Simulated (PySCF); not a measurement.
Species: C4H4B2ClF3.
Cartesian coordinates in Å at the PBE0-D3(BJ)/def2-SVP level; atoms count from 1:
```xyz
14
C4H4B2ClF3 angstrom
B     -0.945    0.630    1.370
C     -0.684    0.204   -0.090
B     -1.449   -0.931   -0.824
F     -2.460   -1.564   -0.268
F     -1.106   -1.303   -2.046
C      0.280    1.077   -0.930
C      0.807    0.029   -0.105
C      1.807   -0.676    0.390
F      1.633   -1.671    1.242
Cl     3.449   -0.410   -0.012
H     -1.588   -0.076    2.107
H     -0.428    1.641    1.786
H      0.267    0.912   -2.012
H      0.410    2.115   -0.608
```

The calculation used PySCF 2.14.0, density-fitted response routines, TDDFT B3LYP/def2-SVPD, vertical, gas phase, core orbitals frozen in the response.

Excitation energies and transition dipoles (atomic units, axes of the coordinates) of those of the lowest 6 singlets that add 0.02 au or more to the mean polarisability:

```json
{"state": "S1", "ΔE (hartree)": "0.1756", "μx": "0.746", "μy": "-0.307", "μz": "-0.185"}
{"state": "S2", "ΔE (hartree)": "0.2087", "μx": "-0.693", "μy": "0.202", "μz": "-0.073"}
{"state": "S3", "ΔE (hartree)": "0.2123", "μx": "0.138", "μy": "0.020", "μz": "-0.047"}
{"state": "S4", "ΔE (hartree)": "0.2287", "μx": "0.238", "μy": "-0.050", "μz": "-0.229"}
{"state": "S5", "ΔE (hartree)": "0.2434", "μx": "0.254", "μy": "0.009", "μz": "0.112"}
{"state": "S6", "ΔE (hartree)": "0.2483", "μx": "0.469", "μy": "-0.280", "μz": "-0.158"}
```

Problem. What does each state add to αxx, αyy and αzz, and how do the sums compare with the full static tensor?

Solution. Each state adds 2 μα² / ΔE.

```csv
state,αxx (au),αyy (au),αzz (au)
S1,6.34,1.07,0.39
S2,4.60,0.39,0.05
S3,0.18,0.00,0.02
S4,0.49,0.02,0.46
S5,0.53,0.00,0.10
S6,1.77,0.63,0.20
all 6 states,13.9,2.1,1.2
full response,116.0,77.7,79.3
share (%),12,3,2
```

The rest comes from the higher roots of the same response equations.

Problem. Give the full tensor and its principal values.

Solution. In au, rows and columns x, y, z:
```
x   116.0  -5.5  -2.7
y    -5.5  77.7  -2.5
z    -2.7  -2.5  79.3
```
Principal values 75.0, 81.1 and 116.9 au; mean 91.0 au (13.49 Å³).

Problem. By how much does the contribution of these states grow at 589.3 nm?

Solution. With ω = 0.0773 hartree each state's term in the mean polarisability goes from f / ΔE² to f / (ΔE² − ω²), f = (2/3) ΔE |μ|²; the sum over all 6 states goes from 5.75 to 6.82 au, a rise of 1.06 au. The full frequency-dependent response rises by 3.53 au, from 91.01 to 94.54 au.

A one-level model with all 54 active electrons at a single energy would need ΔE = √(N/α) = 21.0 eV to give this α, against S1 at 4.78 eV.

Hardware: one thread, Intel Xeon at 2.70 GHz (x86_64), shared host with 64 logical CPUs at a one-minute load of 62. Cost: 1.7 min, 0.99 GiB resident at most.

One conformer stands for the species.
